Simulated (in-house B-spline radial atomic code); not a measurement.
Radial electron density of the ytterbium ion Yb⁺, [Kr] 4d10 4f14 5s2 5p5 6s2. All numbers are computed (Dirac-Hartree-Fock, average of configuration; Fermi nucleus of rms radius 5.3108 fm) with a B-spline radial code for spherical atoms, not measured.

Columns: r (bohr), 4πr²n(r) (electrons per bohr), bar.

```
0.000708    3.513 #
0.000889    5.073 ##
 0.00111    7.212 ###
  0.0014    10.33 ####
 0.00176    14.56 #####
  0.0022     20.1 #######
 0.00276    27.45 ##########
 0.00347    36.84 #############
 0.00435    48.05 #################
 0.00546    60.85 #####################
 0.00685    74.11 ##########################
 0.00859    86.11 ##############################
  0.0108    94.73 #################################
  0.0135    97.79 ##################################
   0.017    95.04 ##################################
  0.0213    89.25 ###############################
  0.0267    86.23 ##############################
  0.0335     92.1 ################################
  0.0421    107.5 ######################################
  0.0528    122.9 ###########################################
  0.0662    124.8 ############################################
  0.0831    110.4 #######################################
   0.104       97 ##################################
   0.131    102.4 ####################################
   0.164    113.9 ########################################
   0.206    101.7 ####################################
   0.258    69.57 #########################
   0.324    54.28 ###################
   0.407    62.88 ######################
   0.511    63.25 ######################
   0.641    45.12 ################
   0.804    26.39 #########
    1.01    16.38 ######
    1.27    10.78 ####
    1.59    6.075 ##
    1.99    2.763 #
     2.5    1.316 
    3.14   0.8834 
    3.94   0.5726 
    4.94   0.2538 
     6.2  0.06622 
    7.77 0.009194 
    9.75 0.0005726 
    12.2 1.407e-05
```

On this grid the curve has 4 maxima, near 0.0135, 0.0662, 0.164, 0.511 bohr.

The 5p1/2 radial function P(r) = rR(r), positive near the nucleus, with its small component Q(r) (sign convention: Q ≈ (P' + κP/r)/2c):

```csv
r (bohr),P,Q
0.000286,0.001137,0.003966
0.00045,0.001817,0.005824
0.000708,0.002907,0.008499
0.00111,0.004722,0.01227
0.00176,0.007995,0.01765
0.00276,0.01381,0.02471
0.00435,0.02471,0.03368
0.00685,0.04478,0.0437
0.0108,0.08024,0.05228
0.017,0.1355,0.0542
0.0267,0.2006,0.04245
0.0421,0.2246,0.01337
0.0662,0.1053,-0.02049
0.104,-0.1806,-0.02922
0.164,-0.3138,-0.0005654
0.258,0.1163,0.02096
0.407,0.4913,0.002469
0.641,-0.1424,-0.01308
1.01,-0.9258,-0.006281
1.59,-0.799,0.0007023
2.5,-0.2687,0.0009753
3.94,-0.03141,0.0001456
6.2,-0.001236,5.086e-06
```
